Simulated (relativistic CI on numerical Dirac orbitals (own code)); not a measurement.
**Cr²⁺ in a cubic cluster: 3s photoemission with charge transfer**

Computed with a charge-transfer multiplet model of a cubic metal-ligand cluster with up to 2 ligand holes, Slater and spin-orbit integrals from Dirac-Coulomb-Breit ions, Slater integrals scaled by 0.8. The ground state mixes d4 with configurations of k ligand holes L, whose averages lie at kΔ + k(k − 1)U_dd/2; a core hole lowers each added d electron by U_cd. 300 K, Lorentzian 1.4 eV and Gaussian 0.8 eV FWHM.

Atomic integrals in eV (Slater integrals scaled, ζ unscaled), ground: F2dd 7.675, F4dd 4.768, zeta_d 0.027; with the core hole: F2dd 8.667, F4dd 5.429, zeta_d 0.034, G2cd 8.892.

Cluster parameters (eV): Δ = 6.9, U_dd = 5.4, U_cd = 6, 10Dq = 0.35, 10Dq(ligand) = 1.2, final-state hopping factor = 1.

| Case | n_d | d4 | d5L | d6L2 | S |
| --- | --- | --- | --- | --- | --- |
| V(eg) = 2.8 eV, V(t2g) = -1.44 eV | 4.35 | 0.67 | 0.30 | 0.03 | 2.00 |
| V(eg) = 3.4 eV, V(t2g) = -1.75 eV | 4.43 | 0.61 | 0.35 | 0.04 | 2.00 |
| V(eg) = 3.7 eV, V(t2g) = -1.9 eV | 4.46 | 0.58 | 0.37 | 0.05 | 2.00 |

Weights, n_d and S are thermal averages at 300 K. Binding energies count from the first peak over 30 % of the highest in each spectrum, which can be another peak from case to case. The parameters are a model scan and need not match a compound or its usual spin state. Peaks in eV (height, largest 100):
- V(eg) = 2.8 eV, V(t2g) = -1.44 eV: 0.0 (100), 5.5 (23), 7.6 (34), 9.7 (55), 18.4 (10)
- V(eg) = 3.4 eV, V(t2g) = -1.75 eV: 0.0 (100), 7.8 (45), 9.9 (35), 20.0 (8)
- V(eg) = 3.7 eV, V(t2g) = -1.9 eV: 0.0 (100), 7.9 (51), 10.2 (28), 12.5 (11), 20.8 (7)

Curve for V(eg) = 3.4 eV, V(t2g) = -1.75 eV (points under 2 left out, the grid thinned):

(E (eV), Intensity): (-3.1, 6.3), (-2.6, 8.8), (-2.0, 14.3), (-1.5, 24.0), (-1.0, 44.5), (-0.5, 79.1), (0.1, 98.7), (0.6, 69.8), (1.1, 38.2), (1.7, 19.4), (2.2, 12.7), (2.7, 9.3), (3.3, 7.4), (3.8, 6.7), (4.3, 6.7), (4.8, 7.5), (5.4, 10.5), (5.9, 15.6), (6.4, 22.1), (7.0, 31.2), (7.5, 42.1), (8.0, 44.1), (8.6, 33.2), (9.1, 29.6), (9.6, 33.4), (10.1, 34.8), (10.7, 25.5), (11.2, 18.5), (11.7, 15.4), (12.3, 12.3), (12.8, 8.5), (13.3, 5.6), (13.8, 3.9), (14.4, 2.9), (14.9, 2.4), (15.4, 2.1), (17.8, 2.1), (18.3, 2.5), (18.8, 3.5), (19.4, 5.9), (19.9, 7.7), (20.4, 7.0), (20.9, 4.8), (21.5, 2.9), (22.0, 2.0)

For the case V(eg) = 2.8 eV, V(t2g) = -1.44 eV, Δ = 6.9 eV is larger than U_dd = 5.4 eV, the Mott-Hubbard side of the Zaanen-Sawatzky-Allen scheme. With the core hole the average of the configuration with one ligand hole lies at Δ − U_cd = 0.9 eV before mixing: the effective hopping of about 5.2 eV (from the holes of the mixed ground state) is comparable with this gap or larger, so the configurations mix strongly.

Without intra-shell correlation the exchange splitting of the 3s hole comes out too large.
